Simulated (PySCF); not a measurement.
An unknown shows these calculated signals:

¹H NMR (400 MHz, computed): δ 7.79 (d, 1H), 7.06 (d, 1H), 4.91 (s, 2H), 3.92 (m, 1H), 3.87 (m, 1H), 3.73 (s, 3H).

¹³C{¹H} NMR (computed): δ 169.7 (C), 153.7 (CH2), 79.3 (CH2), 50.4 (CH3).

PySCF 2.14 calculation with coordinates at the GFN2-xTB level and NMR shieldings at PBE0/pcSseg-1/GIAO; isolated molecule, non-relativistic, one averaged value for each set of equivalent atoms, one conformer.

References, each an isolated molecule treated in the same way: ¹H (σref 31.72), ¹³C (σref 186.93) vs TMS.

Problem. Which of these does the molecule contain: a non-aromatic C=C double bond, a CH3CH2 unit, an OH group, a Si–H bond, a CF3 group?

Solution. 
- A non-aromatic C=C double bond: yes.
- A CH3CH2 unit: no.
- An OH group: no.
- A Si–H bond: yes (δH 4.91 (s)).
- A CF3 group: no.

The data belong to `InChI=1S/C4H9NO2Si/c1-4(5-2)7-8-6-3/h1-2,8H2,3H3`; they needn't prove each group on their own.

Carbon signals by region: 1 in the far downfield region (above 160 ppm), 1 in the sp2 and nitrile region (100–160 ppm), 2 at 50–100 ppm. Above 160 ppm: 169.7, alkene carbon bearing oxygen.

Shifts are as computed. Against solution values, carbons near 30 ppm lie about +3 ppm off and those near 130 ppm about +5 ppm. Of 1211 compounds with measured shifts, 218 miss one by over three times the rms of a fit or turn the order of signals round; such compounds aren't used in these exercises. No couplings were computed; multiplicities are counted from neighbouring protons, with m where these are inequivalent, close in shift, in a saturated or five-membered ring or joined by F or P, and br s for small geminal =CH2 splittings.
